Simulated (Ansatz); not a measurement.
CH₃NH₂ + `[CH3][AlH][CH3]` → `C[NH2+][AlH-]([CH3])[CH3]`  (adduct formation)

Program: Ansatz. Geometries: PBE0-D4/def2-TZVP. ΔE: electronic, gas phase. CBS: MP2 limit from def2 TZ/QZ plus the TZ coupled-cluster correction, frozen cores. DFT in def2-TZVPP. Each species was taken in one conformer, which may not be the lowest.

```json
{"level": "PBE0-D4", "ΔE (kJ/mol)": "-127.7"}
{"level": "B2PLYP", "ΔE (kJ/mol)": "-113.8"}
{"level": "revPBE", "ΔE (kJ/mol)": "-91.9"}
{"level": "CCSD/def2-SVP", "ΔE (kJ/mol)": "-136.1"}
```

Question: What does CCSD(T)/CBS give? (Best estimate.)

Answer: Ansatz gave: -126.9 kJ/mol. The listed levels differ from it by -0.8, 13.1, 35.0, -9.2 kJ/mol.

Largest T1 diagnostic among the species: 0.009.

The D4 term adds −20.2 kJ/mol with B3LYP and −11.6 kJ/mol with PBE0; it sums over pairs of atoms, weighted by their polarisabilities, and B3LYP, whose exchange is more repulsive, gets the larger term. From PBE to PBE0 (25 % exact exchange), in def2-TZVPP and without D4, ΔE moves by −6.4 kJ/mol.

CCSD(T)/CBS has its own doubt, a few kJ/mol and more with outer-core shells, so smaller differences from it don't rank the levels.

B3LYP here is the variant with VWN-RPA as its local correlation; programs differ in this.
